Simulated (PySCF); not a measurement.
## Polarisability and C₆ of Se²⁺ (selenium, charge +2)

[Ar] 3d10 4s2 4p2, high-spin 3P determinant. All numbers are calculated (PySCF 2.14, scalar relativity by spin-free X2C-1e, in aug-cc-pVTZ-DK (7s6p4d2f, 59 functions)). Coupled (time-dependent) response in atomic units; α is the mean over directions.

```tsv
method	mean α (bohr³)	α xx, yy, zz	C₆ (like pair)	S(−4)
UHF	9.567	9.612, 9.544, 9.544	44.16	25.67
PBE	9.266	9.136, 9.331, 9.331	42.33	23.36
PBE0	9.289	9.227, 9.320, 9.320	42.49	23.45
wB97X	9.117	9.091, 9.130, 9.130	41.44	22.35
```

S(−4) is the Cauchy moment in α(ω) = α(0) + S(−4) ω² + …

Spin-orbit coupling is absent.

α(iu) at PBE:

| u (hartree) | α(iu) (bohr³) |
| --- | --- |
| 0 | 9.266 |
| 0.0500 | 9.208 |
| 0.100 | 9.039 |
| 0.200 | 8.424 |
| 0.300 | 7.576 |
| 0.500 | 5.770 |
| 0.750 | 3.993 |
| 1.00 | 2.834 |
| 1.50 | 1.603 |
| 2.00 | 1.031 |
| 3.00 | 0.5373 |
| 5.00 | 0.2272 |

A single London oscillator, α(iu) = α/(1 + u²/ω²), gives C₆ = (3/4) ω α². Matching the computed C₆ needs ω = 4 × 42.33 / (3 × 9.266²) = 0.657 hartree.

For an ion, C₆ is the dispersion term alone; charge-induced terms of lower order in 1/R come first.

The components differ because the open shell of this determinant is not spherical; for a pure term their mean is the scalar polarisability.
